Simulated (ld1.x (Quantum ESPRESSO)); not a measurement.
lead: PAW pseudisation with BLYP, scalar-relativistic reference atom.

lead, PAW, made with ld1.x (Quantum ESPRESSO) 7.5 (BLYP, scalar-relativistic). Core [Xe] 4f14, reference 5d10 6s2 6p2. Waves: 6s (bound): rcut 1.40, rcutus 1.70 bohr; 6s channel at 0.4 Ry: rcut 1.40, rcutus 1.70 bohr; 6p (bound): rcut 2.10, rcutus 2.90 bohr; 6p channel at 0.4 Ry: rcut 2.10, rcutus 2.90 bohr; 5d (bound): rcut 1.40, rcutus 1.60 bohr; 5d channel at -1.15 Ry: rcut 1.40, rcutus 1.60 bohr. Local part: all-electron potential smoothed inside 2.25 bohr (lloc = -2). Core correction: Bessel-smoothed model core inside 1.15 bohr. Augmentation charge: BESSEL, radius 1.00 bohr.

All-electron outer shells of the reference configuration (BLYP, scalar-relativistic, ld1.x):

```json
{"shell": "4f", "level (eV)": "-132.67", "outermost node (bohr)": "–", "outermost maximum (bohr)": "0.35"}
{"shell": "5p", "level (eV)": "-85.62", "outermost node (bohr)": "0.49", "outermost maximum (bohr)": "0.88"}
{"shell": "5d", "level (eV)": "-20.95", "outermost node (bohr)": "0.52", "outermost maximum (bohr)": "1.07"}
{"shell": "6s", "level (eV)": "-11.95", "outermost node (bohr)": "1.01", "outermost maximum (bohr)": "1.95"}
{"shell": "6p", "level (eV)": "-3.42", "outermost node (bohr)": "1.18", "outermost maximum (bohr)": "2.67"}
```

Q: Does this generation succeed?

A: No. ld1.x (Quantum ESPRESSO) 7.5 stopped with "new_paw_hamiltonian: negative rho": the pseudo-density turned negative during the self-consistent test, most likely because a state had been found with a wrong node count and its wave set to zero before. Before that it printed "Warning: n=1, l=0 expected 0 nodes, found 1".
